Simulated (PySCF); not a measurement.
SnH3, SMILES [SnH3], multiplicity 2.

The structure is a stationary point at PBE0-D3(BJ)/def2-TZVPD. The multiplicity is an assumed one; other spin states were not compared. The isomer is the one that the SMILES or the coordinates give; other isomers of the formula were not compared. The def2 effective core potentials stand for the cores of Sn; spin–orbit coupling is left out.

Method: IEF-PCM-PBE0/def2-TZVPD (PySCF).

The values are the electrostatic part of the solvation free energy, E(continuum) − E(gas) at the gas-phase geometry, in a cavity of scaled van der Waals radii (PySCF's table); cavitation and dispersion terms are not included. A continuum can't describe solvent molecules that bind to the metal. The dipole moment in vacuum is 0.30 D.

Computed values in water (ε = 78.36), dichloromethane (ε = 8.93), benzene (ε = 2.27):
| solvent | ε | ΔG(elec) (kcal/mol) | dipole (D) |
|---|---|---|---|
| water | 78.36 | -0.2 | 0.39 |
| dichloromethane | 8.93 | -0.2 | 0.37 |
| benzene | 2.27 | -0.1 | 0.33 |
